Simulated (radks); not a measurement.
Question: Valence configurations of neutral technetium (all share [Kr]). All-electron calculation, scalar-relativistic Kohn-Sham, PBE, spin-polarised, spherical densities, point nucleus; open shells are filled with parallel spins first (spin-orbit coupling, left out, can overturn this in heavy ions). Program: a radial shooting solver on a logarithmic mesh with Libxc functionals. Order these by energy: 4d4 5s1 5p2; 4d6 5p1; 4d7; 4d5 5p2; 4d5.5 5s1.5; 4d5 5s1 5p1; 4d4.5 5s0.5 5p2; 4d6 5s1; 4d5 5s2; 4d4 5s2 5p1.

Answer: From the lowest, in eV above it: 4d5.5 5s1.5 0.000; 4d6 5s1 0.073; 4d5 5s2 0.074; 4d5 5s1 5p1 2.108; 4d7 2.184; 4d6 5p1 3.625; 4d5 5p2 6.324; 4d4 5s2 5p1 7.509; 4d4.5 5s0.5 5p2 7.932; 4d4 5s1 5p2 9.892. NIST lists [Kr] 4d5 5s2 as the ground configuration; this level of theory puts 4d5.5 5s1.5 lower, by 0.074 eV. The energies are those of spherical high-spin densities, not of single terms.
